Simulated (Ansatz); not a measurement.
Cost and result up the ladder for B(H2O)F3 (BOF3H2) (7 atoms). Total charge 0; singlet. Geometry: r2SCAN-D4/def2-SVP.

```xyz
7

B    -0.289    0.105    0.684
O     0.695    0.042   -0.802
H     0.145    0.440   -1.496
H     0.773   -0.899   -1.028
F     0.517    0.724    1.554
F    -0.493   -1.222    0.872
F    -1.347    0.810    0.216
```

Ansatz on 4 threads of Arm Neoverse V2 on a shared host. Times are rough, and most runs start from the orbitals of an earlier one. PBE0-D4/def2-TZVP serves as the yardstick here, not as an exact answer. Differences are given only for rows in sets of like size (and for xTB, whose basis is part of the method), since another set adds its own error. Binding counts from free atoms at the same level (B doublet, O triplet, H doublet, F doublet; other spins of the atoms weren't run), without zero-point energy or a counterpoise term.

B3LYP takes the VWN-RPA correlation. HSE06 is defined as in plane-wave codes, on full-range PBE exchange. Correlated methods freeze 5 core orbitals.

Correlated methods converge slowly with the basis.

| level | functions | wall time |
| --- | --- | --- |
| HF/6-31G | 49 | 0.1 s |
| PBE-D4/def2-SVP | 80 | 0.45 s |
| PBE0-D4/def2-SVP | 80 | 0.45 s |
| HF/def2-TZVP | 167 | 0.5 s |
| revPBE-D4/def2-TZVP | 167 | 0.8 s |
| MP2/def2-TZVP | 167 | 0.85 s |
| PBE-D4/def2-TZVP (with forces) | 167 | 0.95 s |
| B3LYP-D4/def2-TZVP | 167 | 1 s |
| PBE0-D4/def2-TZVP | 167 | 1 s |
| HSE06-D4/def2-TZVP | 167 | 1.1 s |
| PBE-D4/def2-TZVPD | 215 | 1.2 s |
| r2SCANh-D4/def2-TZVP | 167 | 1.8 s |
| r2SCAN-D4/def2-TZVPD | 215 | 2.1 s |
| CCSD(T)/def2-TZVPP | 183 | 39 s |

Task: Estimate what each level gives for the binding energy per atom (eV).

Result: 
| level | binding energy per atom (eV) | difference from PBE0-D4/def2-TZVP (eV) |
| --- | --- | --- |
| HF/6-31G | 2.80 | – |
| PBE-D4/def2-SVP | 4.58 | – |
| PBE0-D4/def2-SVP | 4.42 | – |
| HF/def2-TZVP | 3.21 | -1.13 |
| revPBE-D4/def2-TZVP | 4.32 | -0.02 |
| MP2/def2-TZVP | 4.45 | 0.11 |
| PBE-D4/def2-TZVP (with forces) | 4.48 | 0.14 |
| B3LYP-D4/def2-TZVP | 4.35 | 0.00 |
| PBE0-D4/def2-TZVP | 4.35 | 0.00 |
| HSE06-D4/def2-TZVP | 4.35 | 0.00 |
| PBE-D4/def2-TZVPD | 4.48 | 0.13 |
| r2SCANh-D4/def2-TZVP | 4.36 | 0.01 |
| r2SCAN-D4/def2-TZVPD | 4.40 | 0.06 |
| CCSD(T)/def2-TZVPP | 4.30 | -0.05 |
